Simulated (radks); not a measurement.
Problem. The mean radii <r> (bohr) of the occupied orbitals of an atom or ion are listed with their occupations. All-electron calculation, Dirac Kohn-Sham, PBE, spin-unpolarised, spherical densities, finite nucleus; Fermi nuclear charge, rms radius of each element as measured or else 0.836 A^(1/3) + 0.57 fm. Program: a radial shooting solver on a logarithmic mesh with Libxc functionals.

orbital  occ.      <r>
1s1/2       2  0.02232
2s1/2       2  0.09460
2p1/2       2  0.07907
2p3/2       4  0.08580
3s1/2       2   0.2492
3p1/2       2   0.2388
3p3/2       4   0.2517
3d3/2       4   0.2236
3d5/2       6   0.2276
4s1/2       2   0.5654
4p1/2       2   0.5783
4p3/2       4   0.6074
4d3/2       4   0.6458
4d5/2       6   0.6561
5s1/2       2    1.351
5p1/2       2    1.500
5p3/2       4    1.582
4f5/2       6   0.8742

Name the element and its charge. Open shells, if any, fill j = l - 1/2 first.

Solution. Z = 63, europium, charge +3: Eu3+ in [Xe] 4f6. The 1s radius gives Z: for a bare nucleus <r> = (2 gamma + 1)/(2Z) with gamma = sqrt(1 - (Z/c)^2), 0.02203 bohr for Z = 63, and screening makes it slightly larger (0.02232 here). The occupations add up to 60, and the charge is Z minus that.
